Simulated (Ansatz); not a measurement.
Spectroscopic constants of IrC, multiplicity 2 (the spin of the measured ground state). No spin–orbit coupling.

Constants: fifth-degree fit in 1/R to seven points, most abundant isotopes. Runs in def2 and cc sets follow the lowest solution found near the PBE0 minimum.

Programs: Ansatz (a first-principles code) with Gaussian orbitals.  In def2 rows elements past Kr take small-core potentials, without spin–orbit coupling.

D_e counts from each atom's lowest state at the same level, without counterpoise or zero-point energy.

```json
[
 {"level": "SVWN5/def2-TZVPP", "r_e (Å)": "1.632", "ω_e (cm⁻¹)": "…", "ω_e x_e (cm⁻¹)": "4.5", "D_e (eV)": "8.98", "dipole (D)": "1.99"},
 {"level": "PBE/def2-TZVPP", "r_e (Å)": "1.646", "ω_e (cm⁻¹)": "1139", "ω_e x_e (cm⁻¹)": "4.5", "D_e (eV)": "7.70", "dipole (D)": "2.06"},
 {"level": "r2SCAN/def2-TZVPP", "r_e (Å)": "1.634", "ω_e (cm⁻¹)": "1170", "ω_e x_e (cm⁻¹)": "4.4", "D_e (eV)": "6.84", "dipole (D)": "2.21"},
 {"level": "B97M-V/def2-TZVPP", "r_e (Å)": "1.634", "ω_e (cm⁻¹)": "1162", "ω_e x_e (cm⁻¹)": "4.5", "D_e (eV)": "6.52", "dipole (D)": "2.12"},
 {"level": "B3LYP/def2-TZVPP", "r_e (Å)": "1.637", "ω_e (cm⁻¹)": "1156", "ω_e x_e (cm⁻¹)": "4.5", "D_e (eV)": "6.62", "dipole (D)": "2.18"},
 {"level": "BHLYP/def2-TZVPP", "r_e (Å)": "1.615", "ω_e (cm⁻¹)": "1202", "ω_e x_e (cm⁻¹)": "4.9", "D_e (eV)": "5.33", "dipole (D)": "2.35"},
 {"level": "CAM-B3LYP/def2-TZVPP", "r_e (Å)": "1.622", "ω_e (cm⁻¹)": "1199", "ω_e x_e (cm⁻¹)": "4.5", "D_e (eV)": "6.36", "dipole (D)": "2.32"},
 {"level": "wB97M-V/def2-TZVPP", "r_e (Å)": "…", "ω_e (cm⁻¹)": "…", "ω_e x_e (cm⁻¹)": "4.4", "D_e (eV)": "6.48", "dipole (D)": "2.37"}
]
```

**Question.** What belongs in the gaps?

**Answer.** 
- wB97M-V/def2-TZVPP, r_e (Å): 1.621
- wB97M-V/def2-TZVPP, ω_e (cm⁻¹): 1204
- SVWN5/def2-TZVPP, ω_e (cm⁻¹): 1177

Measured for the ground state: r_e 1.683 Å, ω_e 1060.1 cm-1, ω_e x_e 4.53 cm-1, B_e 0.5268 cm-1, α_e 0.0032 cm-1 [Huber and Herzberg (1979), NIST Chemistry WebBook]. dipole 1.6 D [compilation of Liu, Meijer and Pérez-Ríos].
